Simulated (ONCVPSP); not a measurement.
## Which setting gave this result? (tantalum, ONCV)

Base potential:

- Element: tantalum (Ta)
- Generator: ONCVPSP 4.0.1
- Type: optimised norm-conserving Vanderbilt (ONCV)
- Functional: LDA (Perdew-Wang 92)
- Relativity: fully relativistic
- Frozen core: [Kr] 4d10 4f14
- Valence charge: 13
- Reference configuration: 5s2 5p6 5d3 6s1.75 6p0.25
- Partial waves: 5s+6s: rc 2.15 bohr, ncon 3, nbas 6, qcut 6.4 1/bohr, 3 projectors, debl 1.2 Ha; 5p+6p: rc 2.35 bohr, ncon 4, nbas 8, qcut 5.9 1/bohr, 2 projectors; 5d: rc 1.95 bohr, ncon 4, nbas 7, qcut 4.5 1/bohr, 1 projector; f scattering state at 0.32 Ha: rc 1.95 bohr, ncon 3, nbas 7, qcut 5.5 1/bohr, local
- Local potential: the f channel
- Core correction: Teter function, fcfact 4.75, rcfact 1.65

Open shells are filled in proportion to 2j + 1.

Cutoffs, loose and tight: the cutoffs (Ha) at which the residual kinetic energy of the hardest occupied pseudo-wave falls to 1 and 0.1 mHa per electron. They do not see the model core or the augmentation charge, which bear on the density cutoff. Test errors are all-electron minus pseudo excitation energies from the reference, over the configurations 5s2 5p6 5d3 6s2 6p0; 5s2 5p6 5d3 6s1 6p0; 5s2 5p6 5d3 6s0 6p0; 5s2 5p6 5d3 6s0 6p2; variants that change the core or the reference have their own tests.

Only the fcfact is moved:

| fcfact | cutoff, loose | cutoff, tight | bound ghosts | largest test error (meV) | median size of the test errors |
| --- | --- | --- | --- | --- | --- |
| 1.2 | 20 Ha | 42 Ha | none | -12 | 2.8 meV |
| 2.5 | 20 Ha | 42 Ha | none | -15 | 3.6 meV |
| 3.1 | 20 Ha | 42 Ha | none | -16 | 3.9 meV |
| 4 | 20 Ha | 42 Ha | none | -17 | 4.3 meV |
| 4.8 | 20 Ha | 42 Ha | none | -18 | 4.6 meV |
| 6.7 | 20 Ha | 42 Ha | none | -20 | 5.2 meV |
| 7.4 | 20 Ha | 42 Ha | none | -21 | 5.4 meV |

Task: One more run gave cutoff, loose: 20 Ha; cutoff, tight: 42 Ha; bound ghosts: none; largest test error (meV): -19; median size of the test errors: 5.0 meV. Which value of the fcfact was used?

Result: 5.9. The median size of the test errors moves one way along this sweep, from 2.8 meV at 1.2 to 5.4 meV at 7.4, which places the run between 4.8 and 6.7.
